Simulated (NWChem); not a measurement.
System: hydronium (H3O cation); SMILES [OH3+]

```xyz
4

O      0.0000     0.0000     0.0788
H      0.6693     0.6693    -0.2074
H      0.2450    -0.9143    -0.2074
H     -0.9143     0.2450    -0.2074
```
Atoms are numbered in this order, from 1.

Results from NWChem. Pople sets run with spherical d functions. STO-3G and 3-21G are far too small for this property and stand as cheap habits. Structure relaxed at the B3LYP/6-31G* (spherical d) level. Vertical excitations in the gas phase; the lowest state need not have the same character in each row.

```csv
level,basis functions,"lowest excitation, singlet (eV)",oscillator strength of that lowest state,"lowest state with f > 0.02, singlet (eV)",oscillator strength of that bright state,orbital gap (eV),relative time
"CAM-B3LYP/3-21G, TDA",15,11.14,0.012,13.67,0.021,16.03,1
"CAM-B3LYP/6-31G*, TDA",20,11.49,0.027,11.49,0.027,16.22,1
"CAM-B3LYP/6-31+G*, TDA",24,11.44,0.054,11.44,0.054,16.07,2
"CAM-B3LYP/def2-SVP, TDA",29,11.43,0.029,11.43,0.029,16.08,2
"CAM-B3LYP/def2-SVPD, TDA",47,11.43,0.041,11.43,0.041,15.90,7
"CAM-B3LYP/def2-TZVP, TDA",49,11.30,0.041,11.30,0.041,15.85,10
"CAM-B3LYP/aug-cc-pVDZ, TDA",50,11.24,0.044,11.24,0.044,15.66,9
"CAM-B3LYP/def2-TZVPD, TDA",67,11.28,0.041,11.28,0.041,15.74,20
```

The last column is a rough cost ratio, cheapest run = 1.
